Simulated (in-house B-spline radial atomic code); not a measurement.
# Ionising the rubidium ion Rb²⁺ with different functionals

Computed with a B-spline radial code for spherical atoms: four-component Dirac-Coulomb Hamiltonian, Fermi nucleus of rms radius 4.2036 fm, spin-restricted, spherical fractional occupations for the functionals. The ionisation energy is the difference of two self-consistent energies, [Ar] 3d10 4s2 4p5 → [Ar] 3d10 4s2 4p4, without Breit or QED terms; ε is the level of the shell that loses the electron (mean over j). The electron is taken from both j subshells in proportion to 2j + 1, so the result is a j average, not the step between ground levels.

Hybrids are left out here: with spherical fractional occupations of an open shell their exact exchange keeps a self-interaction that integer-occupation calculations don't have.

```tsv
method	rung	ΔSCF (eV)	-ε(4p) (eV)
LDA VWN5	LDA	40.35	33.90
relativistic LDA	LDA	40.34	33.89
LDA PW92	LDA	40.35	33.90
LDA exchange-only	LDA	38.82	32.40
PBE	GGA	40.18	33.74
PBEsol	GGA	40.18	33.74
BLYP	GGA	40.01	33.57
RPBE	GGA	40.14	33.71
PW91	GGA	?	?
BP86	GGA	?	?
AM05	GGA	40.17	33.73
OLYP	GGA	40.24	33.79
```

**Question.** What does BP86 give?

**Answer.** ΔSCF 40.28 eV, and -ε(4p) = 33.84 eV.

**Question.** What does PW91 give?

**Answer.** ΔSCF 40.25 eV, and -ε(4p) = 33.81 eV.

**Question.** How do they compare with the NIST value?

**Answer.** NIST lists 39.247 eV ± 0.003 (semi-empirical, ground level to ground level). Errors run from -0.43 to +1.10 eV. The correlated functionals all miss on the same side by more than they spread, so the cause is common to them (Breit-QED terms, spin polarisation, the choice among j levels, multiplet and fine-structure energies, or a listed next ion that isn't the cheapest removal here) and closeness doesn't rank the functionals.
